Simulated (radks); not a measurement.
The numbers below are computed, except where a source is named.
Task: Radial electron density D(r) = 4 pi r^2 rho(r) of an atom or ion with 13 electrons. Level of theory: scalar-relativistic Kohn-Sham, r2SCAN, spin-polarised, spherical densities, finite nucleus; meta-GGA in the generalised Kohn-Sham scheme; Fermi nuclear charge, rms radius of each element as measured or else 0.836 A^(1/3) + 0.57 fm (a radial shooting solver on a logarithmic mesh with Libxc functionals).

r (bohr),D(r) (e/bohr),spin D(r)
0.005521,3.331,0.000113
0.006176,4.018,0.000151
0.006963,4.891,0.000209
0.007788,5.850,0.000286
0.008711,6.963,0.000396
0.009744,8.242,0.000553
0.0109,9.698,0.000780
0.01219,11.33,0.00111
0.01363,13.14,0.00159
0.01525,15.12,0.00228
0.01706,17.22,0.00329
0.01908,19.41,0.00475
0.02134,21.63,0.00685
0.02387,23.80,0.00987
0.0267,25.81,0.0142
0.02986,27.55,0.0202
0.0334,28.91,0.0286
0.03736,29.78,0.0403
0.04179,30.09,0.0560
0.04674,29.79,0.0770
0.05228,28.91,0.105
0.05848,27.58,0.140
0.06541,25.97,0.183
0.07375,24.26,0.239
0.08249,23.01,0.300
0.09226,22.39,0.366
0.1032,22.63,0.433
0.1154,23.79,0.492
0.1291,25.75,0.536
0.1444,28.15,0.553
0.1615,30.46,0.533
0.1807,32.06,0.470
0.2021,32.39,0.366
0.226,31.11,0.235
0.2528,28.18,0.103
0.2828,23.96,0.00826
0.3163,19.08,-0.00628
0.3538,14.34,0.0947
0.3957,10.45,0.327
0.4426,7.821,0.673
0.495,6.460,1.07
0.5537,5.997,1.43
0.6193,5.876,1.66
0.6927,5.596,1.70
0.781,4.836,1.52
0.8736,3.750,1.20
0.9771,2.550,0.834
1.093,1.501,0.502
1.222,0.7551,0.259
1.367,0.3201,0.113
1.529,0.1126,0.0413
1.711,0.03229,0.0124
1.913,0.007404,0.00298
2.14,0.001327,0.000565
2.394,0.0001811,0.0000821

What is the nuclear charge?

Result: Z = 25. The innermost maximum, from 1s, lies near gamma/Z bohr with gamma = sqrt(1 - (Z/c)^2) = 0.983, here 0.0393 bohr (found: 0.0418), and its height grows with Z. The density is that of the manganese ion Mn12+ in [Ne] 3s2 3p1; the configuration itself is not fixed sharply by these data, and Z only to about a unit. D(r) has 2 maxima, at r = 0.0418, 0.196 bohr, and minima at 0.0945 bohr, inside which lie 2.13 electrons.
